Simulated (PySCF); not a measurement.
SbF under electron impact: the energy ladder

CCSD(T) in PySCF with def2-TZVPPD on every atom (core potentials on Sb), for the lowest determinant that a PBE0 search found; no spin–orbit coupling.

```json
{"species": "SbF", "state (unpaired electrons)": "triplet (π ↑↑)", "Re (Å)": "1.925", "ωe (cm⁻¹)": "606", "energy of the minimum from the neutral (eV)": "0.00", "De (eV)": "3.94", "dissociates to": "Sb + F"}
{"species": "SbF⁺", "state (unpaired electrons)": "doublet (π ↑)", "Re (Å)": "1.851", "ωe (cm⁻¹)": "720", "energy of the minimum from the neutral (eV)": "8.82", "De (eV)": "4.18", "dissociates to": "Sb⁺ + F"}
{"species": "SbF⁻", "state (unpaired electrons)": "doublet (π ↑)", "Re (Å)": "2.018", "ωe (cm⁻¹)": "481", "energy of the minimum from the neutral (eV)": "-0.93", "De (eV)": "1.62", "dissociates to": "Sb + F⁻"}
```

**Question.** Work out the lowest energy to break SbF into atoms, from its vibrational ground state.

**Answer.** D0 = De − ωe/2 = 3.94 − 0.04 = 3.90 eV (CCSD(T)/def2-TZVPPD).

**Question.** Work out the ionisation energy of the Sb atom at this level and the threshold of dissociative ionisation.

**Answer.** IE(Sb) = 8.82 + 4.18 − 3.94 = 9.06 eV, so Sb⁺ + F + e⁻ appears at D0 + IE(Sb) = 12.96 eV (CCSD(T)/def2-TZVPPD). The measured IE(Sb) is 8.608 eV (NIST ASD).

**Question.** Work out the electron affinity of the F atom and the threshold of dissociative attachment.

**Answer.** EA(F) = 3.94 − 1.62 − (-0.93) = 3.25 eV, so Sb + F⁻ needs D0 − EA(F) = 0.65 eV (CCSD(T)/def2-TZVPPD). The measured EA(F) is 3.401 eV.

**Question.** At which energy does ion-pair formation open?

**Answer.** Sb⁺ + F⁻ lies at D0 + IE(Sb) − EA(F) = 9.71 eV (CCSD(T)/def2-TZVPPD).

These are thermodynamic thresholds; the onsets seen under electron impact lie higher where the geometry changes, and cross-sections peak well above them.

Correlated steps freeze 5 core orbitals. These are scalar-relativistic numbers at best; spin–orbit coupling would shift them, the dissociation energy most. For an ion De counts to the pair picked by the measured ionisation energies or electron affinities, which need not be the lowest pair at this level. States were picked by a PBE0 search and need not be the measured ground states.
